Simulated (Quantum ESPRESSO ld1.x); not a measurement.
Results of a calculation; reference values are marked as such.
Question: Ag3+, configuration [Kr] 4d8. Level of theory: scalar-relativistic Kohn-Sham, relativistic LDA (MacDonald-Vosko exchange, VWN5 correlation), spin-unpolarised, spherical densities, point nucleus (ld1.x of Quantum ESPRESSO 7.5). Some entries of the table are withheld. Estimate them.

| orbital | occ. | eigenvalue (eV) | <r^2> (bohr^2) | <r> (bohr) |
|---|---|---|---|---|
| 1s | 2 | -25228.4 | (1) | 0.03122 |
| 2s | 2 | -3753.44 | 0.02159 | 0.1353 |
| 2p | 6 | -3376.61 | (2) | (3) |
| 3s | 2 | -720.113 | (4) | 0.3698 |
| 3p | 6 | -595.787 | 0.1577 | 0.3684 |
| 3d | 10 | (5) | 0.1428 | 0.3461 |
| 4s | 2 | -133.384 | 0.9303 | (6) |
| 4p | 6 | -96.8162 | 1.114 | 0.9869 |
| 4d | 8 | -43.9936 | 1.847 | 1.250 |

Answer: 
(1) 1s <r^2> (bohr^2): 0.001318
(2) 2p <r^2> (bohr^2): 0.01697
(3) 2p <r> (bohr): 0.1179
(4) 3s <r^2> (bohr^2): 0.1564
(5) 3d eigenvalue (eV): -398.343
(6) 4s <r> (bohr): 0.9063
